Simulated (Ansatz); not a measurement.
`Cl[SiH]1BCN1` and `B1CN[SiH2]1` differ in one atom or group.

Ansatz, PBE0-D4/def2-TZVP geometries, multiplicity 1. 

```csv
property,`Cl[SiH]1BCN1`
HOMO–LUMO gap (B3LYP/def2-TZVPP) / eV,4.49
size of the dipole moment (ωB97M-V/def2-TZVPP) / D,2.32
LUMO energy (PBE0/def2-TZVPP) / eV,-2.27
HOMO energy (ωB97M-V/def2-TZVPP) / eV,-9.48
LUMO energy (B3LYP/def2-TZVPP) / eV,-2.45
size of the dipole moment (PBE/def2-TZVPP) / D,2.34
```

Problem. Give the same properties after the change, and the shifts. (Estimate.)

Solution. Computed: 
```csv
property,`B1CN[SiH2]1`,shift
HOMO–LUMO gap (B3LYP/def2-TZVPP) / eV,4.28,-0.21
size of the dipole moment (ωB97M-V/def2-TZVPP) / D,1.15,-1.17
LUMO energy (PBE0/def2-TZVPP) / eV,-1.93,0.34
HOMO energy (ωB97M-V/def2-TZVPP) / eV,-8.96,0.52
LUMO energy (B3LYP/def2-TZVPP) / eV,-2.13,0.32
size of the dipole moment (PBE/def2-TZVPP) / D,1.25,-1.09
```

With PBE0 the HOMO rises by 0.54 eV and the LUMO rises by 0.34 eV, so the gap narrows by about 0.20 eV. PBE moves the HOMO by 0.54 eV and ωB97M-V by 0.52 eV. Dipoles are sizes alone; their direction can turn.

B3LYP here is the variant with VWN-RPA as its local correlation; programs differ in this.
